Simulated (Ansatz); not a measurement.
`[OH][Ge][SH]`. Charge 0, multiplicity 1.

| atom | x (Å) | y (Å) | z (Å) |
| --- | --- | --- | --- |
| O1 | -1.276 | -0.957 | 0.659 |
| Ge2 | -0.254 | 0.465 | 0.990 |
| S3 | 0.970 | 0.417 | -0.908 |
| H4 | -1.130 | -1.423 | -0.170 |
| H5 | 1.691 | 1.498 | -0.571 |

Problem. List the harmonic frequencies (cm⁻¹, unscaled) at PBE0-D4/def2-TZVP in Ansatz. (Estimate.)

Solution. Ansatz gave: 197, 288, 373, 446, 673, 692, 836, 2715, 3866.

Problem. Is this a minimum?

Solution. Yes, all 9 modes are real.

Problem. Give the ideal-gas thermochemistry at 298.15 K and 1 bar (rigid rotor, harmonic oscillator; point group Cs, symmetry number 1).

Solution. Zero-point energy 60.3 kJ/mol; H(298) − E = 75.3 kJ/mol; entropy 301.5 J/(mol·K), of which translation 168.8, rotation 106.1, vibration 26.6; G(298) − E = -14.6 kJ/mol.

Problem. Rotational constants (cm⁻¹)?

Solution. 0.3973, 0.1234, 0.09413.
